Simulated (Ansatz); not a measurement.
Born–Oppenheimer molecular dynamics of ClH4Sn (6 atoms, charge 0, multiplicity 2). It starts at the highest image of a converged band, a first-order saddle point between two minima.

The calculation used Ansatz, UKS PBE-D4/def2-SVP.

```
ensemble                      : NVE (velocity Verlet)
time step                     : 0.5 fs
steps asked                   : 200
starting velocities drawn for : 100 K
seed                          : 7969
```

First frame:

```xyz
6
Properties=species:S:1:pos:R:3
Sn 0.001 0.000 -0.003
Cl 0.005 0.000 2.469
H 1.653 0.000 -0.506
H -0.826 1.431 -0.501
H -0.826 -1.431 -0.501
H -0.004 0.000 4.293
```

(1) How far do the bonds stretch over the last three quarters of this one trajectory? (Pairs bonded in most of those frames.)

Answers

(1) 
| bond | mean (Å) | spread (Å) | shortest | longest |
| --- | --- | --- | --- | --- |
| Sn1–Cl2 | 2.762 | 0.234 | 2.51 | 3.25 |
| Sn1–H3 | 1.742 | 0.042 | 1.66 | 1.81 |
| Sn1–H4 | 1.738 | 0.017 | 1.71 | 1.77 |
| Sn1–H5 | 1.741 | 0.017 | 1.71 | 1.77 |
| Cl2–H6 | 1.450 | 0.158 | 1.21 | 1.82 |

Pairs bonded in part of these frames only: Sn1–Cl2 80 %, Cl2–H6 87 %.

Mean temperature of the second half: 730 K. The conserved energy stayed within 0.35 meV per atom of its start (net change 0.12 meV per atom), so the integration is sound. The kinetic energy rose, since the run started high on the potential surface and went downhill. It ends in pieces (ClH + H3Sn), so much of that is their flight and rotation, not heat. A run of 0.1 ps of so small a system gives no equilibrium averages.

Run time: 7.2 min on 1 thread of Intel(R) Xeon(R) Platinum 8259CL CPU @ 2.50GHz (Skylake/Cascade Lake) (shared host), peak memory 0.14 GiB.
